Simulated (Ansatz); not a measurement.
The same path of C2H7AlBF (12 atoms, charge 0, multiplicity 1) was run twice with different band settings. The coordinate that changes most is the dihedral H6–C1–Al2–H9.

Method: Ansatz, RKS PBE0-D4/def2-SVP.

Relaxed end points:

```xyz
12
Properties=species:S:1:pos:R:3
C -1.922 -0.510 0.804
Al -0.332 0.544 1.276
B 1.368 0.603 -0.093
C 1.420 -0.150 -1.468
F 2.434 1.330 0.253
H -1.653 -1.529 0.475
H -2.444 -0.047 -0.054
H -2.654 -0.599 1.622
H -0.322 1.357 2.654
H 2.367 -0.025 -2.015
H 0.587 0.198 -2.105
H 1.228 -1.227 -1.314
```

```xyz
12
Properties=species:S:1:pos:R:3
C -1.913 -0.535 0.820
Al -0.290 0.453 1.321
B 1.365 0.601 -0.094
C 1.377 -0.057 -1.517
F 2.441 1.307 0.268
H -2.718 -0.479 1.569
H -1.681 -1.604 0.662
H -2.321 -0.173 -0.141
H -0.206 1.126 2.770
H 2.315 0.094 -2.074
H 0.539 0.351 -2.111
H 1.169 -1.138 -1.439
```

Common settings: movable images 5; climbing image yes; optimiser quadratic models (default); start path through a guess of the saddle point; force threshold 0.05 eV/Å; iteration limit 60; end points relaxed.

| run | spring |
| --- | --- |
| 1 | 5.0 eV/Å² |
| 2 | 50.0 eV/Å² |

**Question.** What does each run give, and how far can it be trusted?

**Answer.** Run 1: converged after 7 iterations, highest image 0.000 eV above the first end. The highest image is an end point: on this band no image between the ends rises above it. Inner images lie up to 0.004 eV below the lower end, so the ends aren't the lowest states on this path.
Run 2: converged after 7 iterations, highest image 0.000 eV above the first end. The highest image is an end point: on this band no image between the ends rises above it. Inner images lie up to 0.004 eV below the lower end, so the ends aren't the lowest states on this path.
